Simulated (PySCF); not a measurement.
## Correlation energy of Pb⁺ (lead, charge +1)

[Xe] 4f14 5d10 6s1 6p2, high-spin 4P determinant (an excited configuration). Calculation: PySCF 2.14, in aug-cc-pwCVTZ-PP with ECP60MDF; scalar relativity through the core potential. Frozen: 5s2 5p6 5d10; 3 electrons correlated.

```csv
level,correlation energy (mhartree)
CCSD,-9.40
(T),-0.05
CCSD(T),-9.45
```

Diagnostics: T1 = 0.0025, D1 = 0.0045, largest double amplitude 0.027.

Spin-orbit coupling is strong in this species (close to jj coupling), so the high-spin LS determinant is a model state, not a physical level.

Cost of the coupled-cluster step: of the order of 5 core-seconds, for 3 correlated electrons.

Spin-orbit coupling is strong in this species, so the high-spin LS determinant is a model state.
